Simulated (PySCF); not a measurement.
PySCF input (M06-2X/6-31G* (5d)):

```python
from pyscf import gto, dft

mol = gto.M(
    atom='''
    N    -0.00000000   -0.00000000   -1.25788698
    C    -0.00000000   -0.00000000   -0.07148933
    O     0.00000000    0.00000000    1.15426811
    ''',
    basis='6-31g*',
    charge=-1,
    spin=0,
    verbose=4,
)

mf = dft.RKS(mol, xc='m062x')
mf.grids.level = 4
mf.conv_tol = 1e-9
mf.max_cycle = 100
mf.max_memory = 1500
mf.kernel()
if not mf.converged:
    mf = mf.newton()
    mf.kernel(mf.make_rdm1())
mf.dip_moment()
```

Problem. What final total energy does it give?

Solution. -168.04012 Eh.
